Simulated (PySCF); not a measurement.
Job file and geometry (Å, from GFN2-xTB) of an NMR shielding run on `CC#C[Si@@](O)(CC)SC`, C6H12OSSi, PySCF 2.14.0, density-fitted response routines, GIAO PBE0/pcSseg-1 NMR shielding, non-relativistic, gas phase; density fitting, a coarse starting grid and PySCF grid level 2 are the driver's defaults:

```
$ OMP_NUM_THREADS=1 python probes_run.py task.json out

{"job": {"kind": "nmr", "xc": "PBE0", "basis": "pcSseg-1"}, "charge": 0, "multiplicity": 1}
C      3.392699     1.135670     0.544959
C      2.107327     0.697881     0.052842
C      1.043927     0.312793    -0.365548
Si    -0.626095    -0.215910    -0.966495
O     -0.558345    -1.022849    -2.374135
C     -1.461314    -1.373034     0.283879
C     -0.694002    -2.679873     0.445170
S     -1.754724     1.601418    -1.327482
C     -1.669333     2.352541     0.324429
H      3.773483     0.421700     1.275014
H      4.100802     1.209274    -0.279928
H      3.299385     2.112643     1.018899
H     -0.471564    -0.561616    -3.204386
H     -2.480906    -1.591794    -0.039239
H     -1.538161    -0.882761     1.256234
H     -1.196828    -3.340641     1.149134
H      0.311575    -2.486089     0.811120
H     -0.613184    -3.188319    -0.511566
H     -2.081307     3.352748     0.241726
H     -0.632751     2.397332     0.643385
H     -2.259604     1.765828     1.021516
```

Q: Write the output of this run.

A: 
```
coarse grid: 18296 points
cycle   1  E = -997.9075776457  dE =  9.183e-01  |g| = 8.226e-01  |ddm| = 4.424e+00
cycle   2  E = -997.8005223577  dE =  1.071e-01  |g| = 1.125e+00  |ddm| = 1.738e+00
cycle   3  E = -998.0419921984  dE = -2.415e-01  |g| = 1.579e-01  |ddm| = 1.141e+00
cycle   4  E = -998.0470653401  dE = -5.073e-03  |g| = 5.721e-02  |ddm| = 1.818e-01
cycle   5  E = -998.0475570285  dE = -4.917e-04  |g| = 3.646e-02  |ddm| = 6.612e-02
cycle   6  E = -998.0478764649  dE = -3.194e-04  |g| = 5.000e-03  |ddm| = 3.132e-02
cycle   7  E = -998.0478820093  dE = -5.544e-06  |g| = 1.656e-03  |ddm| = 6.304e-03
final grid: 166592 points
cycle   8  E = -998.1146150039  dE = -3.421e-05  |g| = 1.225e-02  |ddm| = 4.471e-02
cycle   9  E = -998.1145895336  dE =  2.547e-05  |g| = 1.620e-02  |ddm| = 2.498e-02
cycle  10  E = -998.1146501499  dE = -6.062e-05  |g| = 1.321e-03  |ddm| = 1.477e-02
cycle  11  E = -998.1146504868  dE = -3.369e-07  |g| = 3.217e-04  |ddm| = 1.315e-03
cycle  12  E = -998.1146505011  dE = -1.428e-08  |g| = 2.014e-04  |ddm| = 4.432e-04
cycle  13  E = -998.1146505106  dE = -9.525e-09  |g| = 5.916e-05  |ddm| = 1.790e-04
cycle  14  E = -998.1146505114  dE = -8.256e-10  |g| = 1.293e-05  |ddm| = 6.164e-05
converged SCF energy = -998.1146505114

GIAO shielding tensors (ppm)
atom      isotropic    diamagn.    paramagn.     s11        s22        s33       span
  0 C      181.398     252.244     -70.846    173.043    173.257    197.893     24.850
  1 C       76.163     275.740    -199.577    -18.788    -12.878    260.155    278.943
  2 C      100.637     263.342    -162.705     12.010     17.735    272.166    260.156
  3 Si     360.464     881.159    -520.695    318.460    375.307    387.624     69.165
  4 O      292.403     386.961     -94.557    285.698    291.100    300.412     14.715
  5 C      171.884     256.559     -84.676    161.374    173.384    180.893     19.519
  6 C      178.673     247.127     -68.454    171.960    176.110    187.948     15.988
  7 S      662.505    1059.770    -397.265    579.247    619.741    788.529    209.282
  8 C      174.452     253.019     -78.566    165.424    167.396    190.538     25.113
  9 H       29.615      29.310       0.306     24.301     28.116     36.430     12.129
 10 H       29.621      26.792       2.829     24.479     27.726     36.658     12.178
 11 H       29.674      28.880       0.794     24.288     28.381     36.354     12.066
 12 H       29.860      31.054      -1.195     21.612     24.799     43.168     21.556
 13 H       30.872      31.083      -0.212     25.678     30.195     36.742     11.063
 14 H       30.931      34.930      -4.000     26.187     30.987     35.618      9.431
 15 H       30.482      28.201       2.281     25.131     27.702     38.613     13.482
 16 H       30.652      31.808      -1.156     25.396     30.338     36.223     10.827
 17 H       30.404      29.257       1.147     25.188     29.585     36.438     11.250
 18 H       29.760      29.569       0.191     24.044     26.630     38.605     14.561
 19 H       29.569      33.589      -4.020     23.542     29.258     35.908     12.365
 20 H       29.786      32.247      -2.461     23.930     28.302     37.126     13.195
```

Q: Turn these shieldings into chemical shifts. Chemical shifts δ = σref − σ; TMS for $^{13}$C (σ = 186.93 ppm) and $^{29}$Si (σ = 349.16 ppm) and $^{1}$H (σ = 31.72 ppm); H2O for $^{17}$O (σ = 336.08 ppm); CS2 for $^{33}$S (σ = 503.73 ppm), all at this level.

A: Averaging equivalent atoms: C 1: 110.8; C 2: 86.3; C 5: 15.0; C 8: 12.5; C 6: 8.3; C 0: 5.5; Si 3: -11.3; O 4: 43.7; S 7: -159; H 9/10/11: 2.08; H 18/19/20: 2.01; H 12: 1.86; H 15/16/17: 1.20; H 13: 0.85; H 14: 0.79 ppm. Experimental scales use liquid or dissolved standards, which lie at an offset from isolated H2O (liquid H2O: subtract about 36 ppm).

Size and cost of the density-fitted run: 227 basis functions, 52 s wall time on 1 thread of an Arm Neoverse V1, shared host; peak memory 1.1 GiB.
